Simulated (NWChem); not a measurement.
All runs are NWChem calculations. System: CH$_{4}$OZn, charge 0, spin multiplicity 1, at a geometry optimised with PBE/def2-SVP. The structure started from a generated list of species. Level: EOM-CCSD/def2-SVP, 11 core orbitals frozen.

Input file:

```
start mol
memory heap 100 mb stack 700 mb global 1900 mb
geometry units angstroms nocenter noautoz noautosym
  Zn    -0.000769    -0.034025     0.027772
  C     -0.194829     1.680775    -0.833094
  H     -0.957999     2.301093    -0.320460
  H     -0.511067     1.556341    -1.888961
  H      0.762237     2.241045    -0.825349
  O      0.250690    -1.673935     0.699879
  H     -0.106634    -1.770900     1.601141
end
basis spherical
  * library def2-svp
end
scf
  rhf
  nopen 0
  maxiter 100
  thresh 1e-7
  semidirect memsize 60000000 filesize 0
end
tce
  freeze core 11
  ccsd
  nroots 3
  2eorb
  2emet 13
  thresh 1e-5
  maxiter 200
  tilesize 24
end
task tce energy
```

Output (cleaned and shortened):

```
             Northwest Computational Chemistry Package (NWChem) 7.3.0
             --------------------------------------------------------

                                NWChem Input Module
                                -------------------

 Scaling coordinates for geometry "geometry" by  1.889725989
 (inverse scale =  0.529177249)

                             Geometry "geometry" -> ""
                             -------------------------

 Output coordinates in angstroms (scale by  1.889725989 to convert to a.u.)

  No.       Tag          Charge          X              Y              Z
 ---- ---------------- ---------- -------------- -------------- --------------
    1 Zn                  30.0000    -0.00076900    -0.03402500     0.02777200
    2 C                    6.0000    -0.19482900     1.68077500    -0.83309400
    3 H                    1.0000    -0.95799900     2.30109300    -0.32046000
    4 H                    1.0000    -0.51106700     1.55634100    -1.88896100
    5 H                    1.0000     0.76223700     2.24104500    -0.82534900
    6 O                    8.0000     0.25069000    -1.67393500     0.69987900
    7 H                    1.0000    -0.10663400    -1.77090000     1.60114100

 Effective nuclear repulsion energy (a.u.)     170.5542552746

            Nuclear Dipole moment (a.u.)
            ----------------------------
        X                 Y               Z
 ---------------- ---------------- ----------------
     0.0000245664    -0.0000018897    -0.0000018897


 Summary of "ao basis" -> "" (spherical)
 ------------------------------------------------------------------------------
       Tag                 Description            Shells   Functions and Types
 ---------------- ------------------------------  ------  ---------------------
 *                          def2-svp                  on all atoms

 Summary of "ao basis" -> "ao basis" (spherical)
 ------------------------------------------------------------------------------
       Tag                 Description            Shells   Functions and Types
 ---------------- ------------------------------  ------  ---------------------
[...]
   0.0009476095551   0.2813357439723    7.65554     7.0     7.0

 Iteration  13 using   39 trial vectors
   0.0002114014042   0.2259871717019    6.14943
   0.0006121291370   0.2551472021129    6.94291
   0.0007216052261   0.2813376076048    7.65559     7.3     7.3

 Iteration  14 using   42 trial vectors
   0.0001434354559   0.2259845103928    6.14935
   0.0003305415921   0.2551449398461    6.94285
   0.0005512481394   0.2813351386051    7.65552     7.2     7.2

 Iteration  15 using   45 trial vectors
   0.0000957443249   0.2259863738129    6.14940
   0.0001748154365   0.2551451544103    6.94286
   0.0004017973692   0.2813334911467    7.65548     6.8     6.8

 Iteration  16 using   48 trial vectors
   0.0000484469267   0.2259866104594    6.14941
   0.0000930403346   0.2551457180458    6.94287
   0.0002548520100   0.2813341206514    7.65549     7.2     7.2

 Iteration  17 using   51 trial vectors
   0.0000246773375   0.2259859064507    6.14939
   0.0000495996088   0.2551450463927    6.94285
   0.0001390518868   0.2813331661228    7.65547     7.2     7.2

 Iteration  18 using   54 trial vectors
   0.0000119585900   0.2259861087294    6.14940
   0.0000252247463   0.2551449563775    6.94285
   0.0000739788878   0.2813330242669    7.65546     7.3     7.3

 Iteration  19 using   57 trial vectors
   0.0000062055107   0.2259860401753    6.14940
   0.0000137088968   0.2551450728715    6.94285
   0.0000425947077   0.2813332527018    7.65547     7.1     7.1

 Iteration  20 using   59 trial vectors
   0.0000062050713   0.2259860403088    6.14940
   0.0000066421476   0.2551450614424    6.94285
   0.0000224321954   0.2813332927635    7.65547     5.3     5.3

 Iteration  21 using   60 trial vectors
   0.0000062048994   0.2259860403131    6.14940
   0.0000042436746   0.2551450660299    6.94285
   0.0000139539642   0.2813332950542    7.65547     3.4     3.4

 Iteration  22 using   61 trial vectors
   0.0000062048432   0.2259860403130    6.14940
   0.0000031543187   0.2551450765890    6.94285
   0.0000086988287   0.2813333520962    7.65547     3.3     3.3
 --------------------------------------------------------------
 Iterations converged
 ------------------

 Excited state root  1
 Excitation energy / hartree =        0.225986040312951
                   / eV      =        6.149395656026273
 largest EOMCCSD amplitudes: R1 and R2

 Singles contributions
    25a   (alpha) ---    23a   (alpha)        0.8506638937
    26a   (alpha) ---    23a   (alpha)        0.2394092829
    27a   (alpha) ---    23a   (alpha)        0.1265831789
    29a   (alpha) ---    23a   (alpha)        0.1335322572
    32a   (alpha) ---    23a   (alpha)        0.1354973196

 Doubles contributions
 ------------------

 Excited state root  2
 Excitation energy / hartree =        0.255145076589006
                   / eV      =        6.942853742028282
 largest EOMCCSD amplitudes: R1 and R2

 Singles contributions
    25a   (alpha) ---    22a   (alpha)       -0.5488982591
    25a   (alpha) ---    24a   (alpha)       -0.6770967460
    26a   (alpha) ---    22a   (alpha)       -0.1475280679
    27a   (alpha) ---    22a   (alpha)       -0.1385030810
    28a   (alpha) ---    23a   (alpha)        0.1195006590

 Doubles contributions
 ------------------

 Excited state root  3
 Excitation energy / hartree =        0.281333352096169
                   / eV      =        7.655473280029621
 largest EOMCCSD amplitudes: R1 and R2

 Singles contributions
    25a   (alpha) ---    22a   (alpha)       -0.6513838259
    25a   (alpha) ---    24a   (alpha)        0.5849851453
    26a   (alpha) ---    24a   (alpha)       -0.1582783997
    27a   (alpha) ---    24a   (alpha)       -0.1366607029

 Doubles contributions
    25a   (alpha)    25a   (beta ) ---    24a   (alpha)    24a   (beta )        0.1309073308

 Task  times  cpu:      172.9s     wall:      172.9s

 Total times  cpu:      172.9s     wall:      172.9s
```
